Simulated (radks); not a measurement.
Results of a calculation; reference values are marked as such.
The selenium anion Se2-, [Kr], held by a Watson sphere: a shell of charge +2 at radius R that stands for the Madelung well of a crystal (potential energy -2/R inside, -2/r outside, in hartree with lengths in bohr). Level of theory: scalar-relativistic Kohn-Sham, LDA (Slater exchange, Perdew-Wang correlation), spin-polarised, spherical densities, point nucleus (a radial shooting solver on a logarithmic mesh with Libxc functionals). Response by self-consistent Sternheimer equations with the Hartree and adiabatic LDA kernel, the relativistic mass of each level held fixed and spin-orbit coupling left out. The sphere does not respond.

| R (bohr) | e(3d) (eV) | e(4s) (eV) | e(4p) (eV) | <r> 4p (bohr) | sum of <r^2> (bohr^2) | X-ray form factor at sin(theta)/lambda = 0.2 1/angstrom | alpha (bohr^3) |
|---|---|---|---|---|---|---|---|
| 2.78 | -50.989 | -16.953 | -6.968 | 2.433 | 58.41 | 27.003 | 41.24 |
| 2.88 | -50.872 | -16.721 | -6.784 | 2.457 | 59.38 | 26.980 | 43.59 |
| 2.92 | -50.827 | -16.631 | -6.711 | 2.467 | 59.77 | 26.971 | 44.57 |
| 2.99 | -50.749 | -16.477 | -6.584 | 2.483 | 60.44 | 26.957 | 46.34 |
| 3.5 | -50.208 | -15.485 | -5.701 | 2.596 | 65.18 | 26.894 | 61.26 |
| 4.14 | -49.575 | -14.501 | -4.733 | 2.717 | 70.80 | 26.872 | 85.76 |
| 4.42 | -49.317 | -14.142 | -4.361 | 2.764 | 73.17 | 26.873 | 98.86 |
| 4.56 | -49.192 | -13.976 | -4.186 | 2.787 | 74.34 | 26.874 | 106.0 |
| 4.78 | -49.004 | -13.732 | -3.926 | 2.821 | 76.16 | 26.877 | 118.3 |
